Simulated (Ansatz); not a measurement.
Two isomers of CH7BOSi: A = `C[SiH2]BO`, B = `OBC[SiH3]`.

Isolated molecules relaxed with PBE0-D4/def2-TZVP in Ansatz; ΔE leaves out vibrations. CCSD(T)/CBS is the MP2 limit (def2-TZVPP, def2-QZVPP) plus CCSD(T) − MP2 in def2-TZVPP, frozen cores. DFT in def2-TZVPP. B3LYP here is the variant with VWN-RPA as its local correlation; programs differ in this. One conformer a species, not always the lowest.

**Question.** Which is lower in electronic energy at CCSD(T)/CBS, and by how much? (Best estimate.)

**Answer.** The calculation gave: B, by 10.6 kcal/mol.

**Question.** Give E(B) − E(A) in kcal/mol with r2SCAN-D4, CCSD/def2-TZVPP, B3LYP, BLYP-D4, LDA (SPW92), ωB97M-V, B2PLYP. (An estimate is asked.)

**Answer.** Computed: r2SCAN-D4 -10.6, CCSD/def2-TZVPP -10.7, B3LYP -10.0, BLYP-D4 -9.5, LDA (SPW92) -10.5, ωB97M-V -11.4, B2PLYP -10.7. None reverses the order clearly.

**Question.** Does the order hold for the free energy at 298.15 K (harmonic terms from PBE0-D4)? (Best estimate.)

**Answer.** Computed: Yes: G(B) − G(A) = -11.0 kcal/mol, for one conformer each.

Largest T1 diagnostic: 0.013.

From BLYP to BHLYP (50 % exact exchange), in def2-TZVPP and without D4, E(B) − E(A) moves by −1.9 kcal/mol. Leaving LDA and LC-ωPBE aside and taking each functional with its dispersion term where it has one, the values, not all of them listed here, spread over 2.4 kcal/mol, from ωB97M-V to PBE-D4. LDA lies −1.7 kcal/mol from PBE without D4.
